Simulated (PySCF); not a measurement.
Redox energetics: tetrafluorogermane

Parent: tetrafluorogermane, `[F][Ge]([F])([F])[F]` (F4Ge). Atom numbers as in the mapped SMILES `[F:1][Ge:2]([F:3])([F:4])[F:5]`.

These are calculated values, ωB97X-D3(BJ)/ma-def2-TZVP in PySCF (grid level 2) at geometries from GFN2-xTB. ωB97X-D3(BJ) is ωB97X-V with D3(BJ) in place of VV10. Zero-point and thermal terms (298.15 K, 1 bar) come from unscaled GFN2-xTB harmonic frequencies, with soft modes damped to free rotors in the entropy.

Frontier levels of the parent: HOMO -15.43 eV, LUMO 0.19 eV.

Oxidation to the radical cation:
```
Vertical ionisation energy (electronic)              : 15.87 eV
Adiabatic ionisation energy (with zero-point energy) : 15.75 eV
Adiabatic, electronic part                           : 15.81 eV
Vertical gap at the product's structure              : 15.84 eV
⟨S²⟩ of the product                                  : 0.758
Largest spin populations                             : F4 0.27, F5 0.27, F1 0.26, F3 0.26
Largest changes of atomic charge                     : F4 0.24, F5 0.24, F1 0.23, F3 0.23
Potential in THF                                     : 13.39 V absolute, 8.65 V against Fc+/Fc computed at 4.74 V (solvation -7 → -230 kJ/mol)
Potential in water                                   : 13.06 V absolute, 8.55 V against Fc+/Fc computed at 4.52 V (solvation -9 → -263 kJ/mol)
```

Vertical electron affinity to the radical anion: -0.21 eV. The product does not keep its bonds on relaxation, so no adiabatic value is given. The value is negative, so the extra electron is not bound, and the number hangs on the basis.

Solvents are IEF-PCM continua (electrostatics only, gas-phase structures); absolute potentials refer to an electron at rest in vacuum. Fc+/Fc in THF, 4.74 V, is ωB97X-D3(BJ)/ma-def2-TZVP on PBE0-D3(BJ)/def2-SVP structures with GFN2-xTB thermal terms. Benchmark calculations put it near 5.0 V in acetonitrile and DMSO, so it is about 0.3 V low, and the value against it can read up to that much too high. Fc+/Fc in water, 4.52 V, is ωB97X-D3(BJ)/ma-def2-TZVP on PBE0-D3(BJ)/def2-SVP structures with GFN2-xTB thermal terms. Benchmark calculations put it near 5.0 V in acetonitrile and DMSO, so it is about 0.5 V low, and the value against it can read up to that much too high.

Measured values (NIST Chemistry WebBook, evaluated or the median of agreeing entries): vertical ionisation energy 16.08 eV (computed 15.87, difference -0.21); adiabatic ionisation energy 15.59 eV (computed 15.75, difference 0.16).

Known limits: spin-orbit coupling is left out of the energies, which matters for open shells on the heavier atoms; atoms from Ga to Kr are treated without relativity; the parent lies 0.03 eV lower at the structure of the radical cation than at its own, so the structures fit this level poorly.

Run with `OMP_NUM_THREADS=1 python redox_run.py task.json out` on 1 thread of Arm Neoverse V1, a shared host. Structures, frequencies and single points: 3.4 min of wall time.

Differences come from unrounded values, so a last digit can differ from that of the printed terms.
